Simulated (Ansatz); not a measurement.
Cost and result for the atomization energy of C₂H₇NSi (`C[SiH2]C=N`) (11 atoms, 10 bonds).

```xyz
11

C    -0.3777    0.8381   -1.4059
Si   -0.6180    0.1300    0.3073
C     0.7036   -1.1657    0.7005
N     1.5434   -1.1154    1.6524
H    -1.1456    1.5827   -1.6275
H     0.5997    1.3171   -1.4955
H    -0.4430    0.0524   -2.1623
H    -1.9630   -0.5021    0.4114
H    -0.4904    1.1815    1.3555
H     0.7789   -2.0512    0.0539
H     1.4122   -0.2673    2.2103
```

Total charge 0; spin multiplicity 1. Geometry: relaxed with PBE0-D4/def2-TZVP. It is one conformer, not always the lowest. Program: Ansatz. All runs use 2 threads of an Arm Neoverse V1 on a shared host. Times are those of one run each, without the atoms' runs, and a repeat can differ threefold. Electronic energies, without spin–orbit coupling; frozen cores. CCSD(T)/CBS adds CCSD(T) − MP2 in def2-TZVPP to the MP2 limit, and its time is that of the two runs behind it. T1 = 0.012; the RHF reference is unstable towards UHF. B3LYP takes the VWN-RPA correlation (the form of Gaussian; ORCA's B3LYP/G). HSE06 is the plane-wave form, built on full-range PBE exchange.

CCSD(T)/CBS is a level of theory with its own doubt, some kJ/mol a heavy atom from the limit and from the frozen cores, so smaller differences don't rank the functionals.

| level | functions | wall time | atomization (kcal/mol) | difference from CCSD(T)/CBS | per bond |
| --- | --- | --- | --- | --- | --- |
| BLYP-D4/def2-TZVPP | 233 | 2.7 s | 953.3 | 2.3 | 0.2 |
| revPBE-D4/def2-TZVPP | 233 | 2.8 s | 947.1 | -3.9 | -0.4 |
| PBE-D4/def2-TZVPP (with forces) | 233 | 3.3 s | 966.9 | 15.9 | 1.6 |
| PBE0-D4/def2-TZVPP | 233 | 3.8 s | 951.3 | 0.3 | 0.0 |
| BHLYP-D4/def2-TZVPP | 233 | 4 s | 929.2 | -21.8 | -2.2 |
| HSE06-D4/def2-TZVPP | 233 | 4.1 s | 951.9 | 0.9 | 0.1 |
| CCSD(T)/def2-SVP | 95 | 4.7 s | 897.0 | -54.0 | -5.4 |
| B3LYP-D4/def2-TZVPP (with forces) | 233 | 6 s | 954.9 | 3.9 | 0.4 |
| r2SCAN-D4/def2-TZVPP (with forces) | 233 | 6.5 s | 949.9 | -1.1 | -0.1 |
| ωB97M-V/def2-TZVPP (with forces) | 233 | 16 s | 954.8 | 3.8 | 0.4 |
| MP2/def2-QZVPP | 451 | 41 s | 946.6 | -4.4 | -0.4 |
| CCSD(T)/def2-TZVPP | 233 | 7.7 min | 926.3 | -24.7 | -2.5 |
| CCSD(T)/CBS(def2) | – | 8.4 min | 951.0 | 0.0 | 0.0 |

In def2-TZVPP, CCSD(T) changes the Hartree–Fock value by +235.3 kcal/mol (the triples alone add +13.2 kcal/mol) and MP2 by +241.0 kcal/mol; breaking electron pairs costs correlation energy, which Hartree–Fock lacks. At CCSD(T), def2-SVP lies −54.0 kcal/mol from the extrapolated value and def2-TZVPP −24.7 kcal/mol: correlation converges slowly with the basis, and small sets miss more of it in the bonded molecule than in its fragments. The D4 term adds +7.3 kcal/mol with B3LYP and +3.8 kcal/mol with PBE0; it sums over pairs of atoms, weighted by their polarisabilities, and B3LYP, whose exchange is more repulsive, gets the larger term.
